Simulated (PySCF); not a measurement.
# Spinor energies of Cs⁴⁹⁺ (caesium, charge +49)

Start: [He] 2s2 2p2; 2p1/2 filled at m_j = -1/2, +1/2. Calculated with PySCF 2.14 in an even-tempered Gaussian basis (17 s from 28 bohr⁻², ratio 2.4; 12 p from 37 bohr⁻², ratio 2.4; 5 d from 120 bohr⁻², ratio 2.6; 4 f from 180 bohr⁻², ratio 2.6): generalised Hartree-Fock with the X2C-1e Hamiltonian and a Gaussian nucleus; one run each with spin-orbit coupling (SO) switched off, then screened by Boettger's factors.

```csv
spinor shell,electrons,"ε, spin-free (eV)","ε, screened SO (eV)",weight of nominal j (screened SO),"rms radius, screened SO (bohr)"
1s1/2,2,-40616.4,-40592.0,1.000,0.0297
2s1/2,2,-9540.3,-9532.9,1.000,0.116
2p1/2,2,-9122.5,-9361.7,1.000,0.0987
```

| quantity | spin-free | screened SO |
| --- | --- | --- |
| E (hartree) | -4541.51924 | -4560.37543 |
| M_J | 0 | 0 |
| ⟨J²⟩ | 2.000 | 0.000 |
| ⟨L²⟩ | 2.000 | 1.333 |
| ⟨S²⟩ | 2.000 | 1.333 |

Breit and QED terms are absent; they matter most for the inner s and p1/2 levels.

Densities and radii are taken from the X2C orbitals without a picture-change correction, which distorts them close to the nucleus.

Without spin-orbit coupling the j labels of p, d and f shells carry no meaning; the spin-free column gives the mean over the occupied spinors of each nl shell.
